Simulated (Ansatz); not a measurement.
`C#[C][GeH]([CH3])[F]` + NH₃ → `[CH3][GeH]([NH2])[F]` + acetylene at 400 K and 1 bar (ligand exchange at a Ge–C bond).

Computed with Ansatz on PBE0-D4/def2-TZVP structures; ΔE is electronic, products minus reactants. CBS: MP2 limit from def2 TZ/QZ plus the TZ coupled-cluster correction, frozen cores. This one scheme is used for every species. For Ge outer-core shells are correlated without core-valence functions, which leaves a few kJ/mol of doubt a bond. Scalar relativity is left out up to krypton. One conformer a species, not always the lowest.

| species | CCSD(T)/CBS energy (Eh) | H − E (kJ/mol) | S (J/(mol·K)) |
| --- | --- | --- | --- |
| `C#[C][GeH]([CH3])[F]` | -2293.05688 | 207.3 | 389.2 |
| NH₃ | -56.50880 | 104.2 | 203.1 |
| `[CH3][GeH]([NH2])[F]` | -2272.33936 | 223.4 | 369.4 |
| `C#C` | -77.22717 | 85.5 | 213.8 |

H − E and S are ideal-gas, rigid-rotor, harmonic terms from PBE0-D4/def2-TZVP, for one conformer and one mirror image of each species. 1 Eh = 2625.50 kJ/mol, R = 8.31446 J/(mol·K).

**Question.** By hand: ΔE, ΔH, ΔS and ΔG.

**Answer.** ΔE = (-2272.33936) + (-77.22717) − (-2293.05688) − (-56.50880) = -0.00085 Eh = -2.2 kJ/mol. Δ(H − E) = 223.4 + 85.5 − 207.3 − 104.2 = -2.6, so ΔH = -4.8 kJ/mol. ΔS = 369.4 + 213.8 − 389.2 − 203.1 = -9.1 J/(mol·K). ΔG = -4.8 − 400 × (-9.1)/1000 = -1.2 kJ/mol.

**Question.** By hand: the equilibrium constant, and the temperature at which ΔG would vanish if ΔH and ΔS stayed fixed.

**Answer.** log₁₀ K = −ΔG/(RT ln 10) = 0.2. ΔG = 0 at ΔH/ΔS = 527 K, though so small a ΔH makes that figure unsure.

TΔS isn't small against ΔH here. The sign of ΔG lies within the doubt. A doubt of 5 kJ/mol in ΔE shifts log₁₀ K by 0.7 here. Other conformers and mirror images would add mixing entropy, several J/(mol·K) or more a flexible species. These are equilibria of isolated gas molecules and say nothing of rates. Largest T1 diagnostic: 0.013 (customary marks: 0.02 for closed shells, 0.045 for open ones).
